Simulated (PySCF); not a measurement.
**FeH2: bend–stretch map**

All numbers come from UPBE0/[Fe def2-TZVP, H def2-TZVP], no relativity, density fitting, PySCF.

Rigid scan from the quintet minimum (Fe–H 1.653 Å (×2); H–Fe–H 180.0°). Coordinate: rows scale both bonds, columns set the H–Fe–H angle. Energies in kJ/mol from the minimum.

| scale \ angle | 90 | 105 | 120 | 135 | 150 | 165 | 180 |
| --- | --- | --- | --- | --- | --- | --- | --- |
| 0.94 | ? | 58.9 | 35.2 | 20.0 | 13.0 | 12.0 | 12.5 |
| 0.97 | 85.8 | 53.4 | 29.2 | 13.3 | 5.3 | 3.1 | ? |
| 1.00 | 86.4 | ? | 28.9 | 12.6 | 3.8 | ? | 0.0 |
| 1.03 | 91.3 | 58.1 | ? | 16.8 | 7.4 | 3.5 | 2.5 |
| 1.06 | 99.9 | 66.5 | 41.8 | 25.0 | 15.2 | 10.8 | 9.6 |
| 1.10 | 115.9 | 82.5 | 57.9 | 41.0 | 30.9 | 26.0 | 24.5 |

Q: Fill in the five missing cells, row by row.

A: 90.7, 2.9, 53.4, 0.6, 33.4.

The bond scale of lowest energy on the grid is 0.97 at 90°, 0.97 at 105°, 1.00 at 120°, 1.00 at 135°, 1.00 at 150°, 1.00 at 165°, 1.00 at 180°.

Open d and f shells are described by one determinant, and the ground state may have another occupation or spin.
